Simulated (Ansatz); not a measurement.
`CBN` + HBr → `NBBr` + CH₄ at 500 K and 1 bar (ligand exchange at a B–C bond).

Computed with Ansatz on PBE0-D4/def2-TZVP structures; ΔE is electronic, products minus reactants. CCSD(T)/CBS adds triple-zeta CCSD(T) − MP2 to the extrapolated MP2 energy (def2 sets, frozen cores). This one scheme is used for every species. For Br outer-core shells are correlated without core-valence functions, which leaves a few kJ/mol of doubt a bond. Scalar relativity is left out up to krypton. One conformer a species, not always the lowest.

```tsv
species	CCSD(T)/CBS energy (Eh)	H − E (kJ/mol)	S (J/(mol·K))
`CBN`	-121.21267	233.6	318.2
HBr	-2573.91920	30.5	213.7
`NBBr`	-2654.70322	134.3	315.6
CH₄	-40.46206	135.6	206.8
```

H − E and S are ideal-gas, rigid-rotor, harmonic terms from PBE0-D4/def2-TZVP, for one conformer and one mirror image of each species. 1 Eh = 2625.50 kJ/mol, R = 8.31446 J/(mol·K).

Problem. By hand: ΔE, ΔH, ΔS and ΔG.

Solution. ΔE = (-2654.70322) + (-40.46206) − (-121.21267) − (-2573.91920) = -0.03341 Eh = -87.7 kJ/mol. Δ(H − E) = 134.3 + 135.6 − 233.6 − 30.5 = 5.8, so ΔH = -81.9 kJ/mol. ΔS = 315.6 + 206.8 − 318.2 − 213.7 = -9.5 J/(mol·K). ΔG = -81.9 − 500 × (-9.5)/1000 = -77.2 kJ/mol.

Problem. By hand: the equilibrium constant, and the temperature at which ΔG would vanish if ΔH and ΔS stayed fixed.

Solution. log₁₀ K = −ΔG/(RT ln 10) = 8.1. ΔG = 0 at ΔH/ΔS = 8621 K, far beyond where these terms or the molecules hold.

The number of gas molecules stays the same, so ΔS is small and ΔH decides. A doubt of 5 kJ/mol in ΔE shifts log₁₀ K by 0.5 here. Other conformers and mirror images would add mixing entropy, several J/(mol·K) or more a flexible species. These are equilibria of isolated gas molecules and say nothing of rates. Largest T1 diagnostic: 0.011 (customary marks: 0.02 for closed shells, 0.045 for open ones).
